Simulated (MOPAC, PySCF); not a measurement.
AlBr2Cl, SMILES `[Br][Al]([Br])[Cl]`, neutral singlet in the gas phase. 

Z-matrix (Å, degrees):
```
Al
Cl 1 2.0798
Br 1 2.2363 2 119.81
Br 1 2.2363 2 119.81 3 -180.00
```
Charge 0, spin multiplicity 1.

All levels are single points at this geometry (B3LYP-D3(BJ)/def2-TZVP); Pople sets use spherical d functions. Orbital energies aren't observables, and empty levels follow the basis.

M06-2X/6-31G* in PySCF gives gap (eV) = 9.03.

Estimate the gap (eV) from each of these levels: B3LYP-D3(BJ)/def2-TZVP in PySCF; PBE-D3(BJ)/def2-TZVP in PySCF; B3LYP/3-21G in PySCF; B3LYP/6-31G* in PySCF; B3LYP/LANL2DZ in PySCF; BP86/6-31G* in PySCF; AM1 in MOPAC; PM6 in MOPAC.


```tsv
level	gap (eV)
B3LYP-D3(BJ)/def2-TZVP in PySCF	6.71
PBE-D3(BJ)/def2-TZVP in PySCF	5.12
B3LYP/3-21G in PySCF	6.45
B3LYP/6-31G* in PySCF	6.61
B3LYP/LANL2DZ in PySCF	6.45
BP86/6-31G* in PySCF	5.04
AM1 in MOPAC	9.38
PM6 in MOPAC	10.66
```
